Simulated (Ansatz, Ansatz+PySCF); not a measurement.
```xyz
7

C    -0.3363    0.0339   -0.6068
N     0.4311   -0.0569    0.6156
H    -1.3671    0.3924   -0.4827
H     0.1639    0.7070   -1.3047
H    -0.3829   -0.9454   -1.0858
H     0.5188    0.8413    1.0556
H    -0.0129   -0.6670    1.2781
```

Basis set: def2-SVP (spherical functions). Left uncorrelated: 2 orbitals. Charge 0, multiplicity 3.

Computed with Ansatz (development build ahead of 0.2.0); each method stands on the lowest determinant of its kind that the runs found.

The atomization energy at this shape (free ground-state atoms in the same class of orbitals less the molecule, no zero-point energy) of triplet CH5N:

```json
{"method": "UHF-MP2", "atomization energy": "389.10 kcal/mol"}
```

(1) What does UHF give?

Answers

(1) 276.44 kcal/mol. Caution: another spin multiplicity may lie lower.
